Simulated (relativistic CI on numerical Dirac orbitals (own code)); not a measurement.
## Lu2+: resonant inelastic scattering at the O2,3 edge

Computed with this model: Dirac-Coulomb-Breit CI, separate exchange-only KLI orbitals for each configuration, a model potential for QED, valence Slater integrals scaled by 0.9, Kramers-Heisenberg scattering through one core-hole configuration in a parametric crystal field; configurations [Xe] 4f14 5d → [Kr] 4d10 4f14 5s2 5p5 5d2; 300 K; core-hole width 1 eV; summed over polarisations. Incident energies are the highest absorption maxima for each field (at most a few, so the weaker spin-orbit partner edge can be absent), on the computed scale of the free ion. Intensities are in per cent of the strongest line above 0.02 eV; levels within 1 cm⁻¹ are merged; final levels count from the ground level, the first row holds all elastic scattering, lines under 0.4 are left out and each table stops after 24 rows. The scale of the Slater integrals is a model choice and moves the terms in proportion. The configuration is assumed, with all valence electrons in the open shell; the free ion's ground configuration is another.

Field parameters in Wybourne normalisation: Oh B⁴₀ = 21Dq, B⁴₄ = √(5/14) B⁴₀. The field is a parameter set, without covalency.

S is read from ⟨S²⟩ = S(S + 1).

Oh, 10Dq = 5500 cm⁻¹:

```csv
Final level (eV),Degeneracy,Irrep,S,32 eV,37 eV,40.7 eV
0.000,4,Γ8,0.50,37.5,60.6,164.3
0.178,2,Γ7,0.50,1.7,0.1,45.9
0.777,4,Γ8,0.50,4.5,15.0,100.0
```

Oh, 10Dq = 12450 cm⁻¹:

```tsv
Final level (eV)	Degeneracy	Irrep	S	32.5 eV	37.9 eV	40.7 eV
0.000	4	Γ8	0.50	59.7	60.7	344.2
0.166	2	Γ7	0.50	1.8	0.5	100.0
1.616	4	Γ8	0.50	5.9	21.4	63.0
```

For the first field the strongest loss at the lowest incident energy is the level at 0.78 eV (S = 0.50, against 0.50 in the thermal ground state).
